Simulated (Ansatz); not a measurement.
Reaction (hydrogenolysis of the Si–C bond): `FC([SiH3])[SiH2]S` + H₂ → `[SiH3]S` + `FC[SiH3]`

Program: Ansatz. Geometries: PBE0-D4/def2-TZVP. ΔE: electronic, gas phase. CBS: MP2 limit from def2 TZ/QZ plus the TZ coupled-cluster correction, frozen cores. This one scheme is used for every species. DFT in def2-TZVPP. B3LYP here is the variant with VWN-RPA as its local correlation; programs differ in this. One conformer a species, not always the lowest.

(1) Is it downhill or uphill in electronic energy at CCSD(T)/CBS, and by how much? (Estimate.)

(2) What do these levels give: r2SCAN-D4, PBE0-D4, B3LYP-D4, ωB97X-V, B2PLYP, PBE, r2SCAN, PBE0, HF/def2-QZVPP, SCS-MP2/def2-QZVPP, HF/CBS(def2), CCSD/CBS(def2)? (An estimate is asked.)

Largest T1 diagnostic among the species: 0.012.

Results:

(1) Ansatz gave: Downhill: ΔE = -0.25 eV.

(2) Ansatz gave: r2SCAN-D4 -0.22, PBE0-D4 -0.26, B3LYP-D4 -0.26, ωB97X-V -0.28, B2PLYP -0.35, PBE -0.29, r2SCAN -0.25, PBE0 -0.35, HF/def2-QZVPP -0.63, SCS-MP2/def2-QZVPP -0.30, HF/CBS(def2) -0.63, CCSD/CBS(def2) -0.32 eV.

The D4 term adds +0.17 eV with B3LYP and +0.09 eV with PBE0; it sums over pairs of atoms, weighted by their polarisabilities, and B3LYP, whose exchange is more repulsive, gets the larger term. In def2-TZVPP, CCSD(T) changes the Hartree–Fock value by +0.34 eV (the triples alone add +0.07 eV) and MP2 by +0.39 eV. From PBE to PBE0 (25 % exact exchange), in def2-TZVPP and without D4, ΔE moves by −0.06 eV.
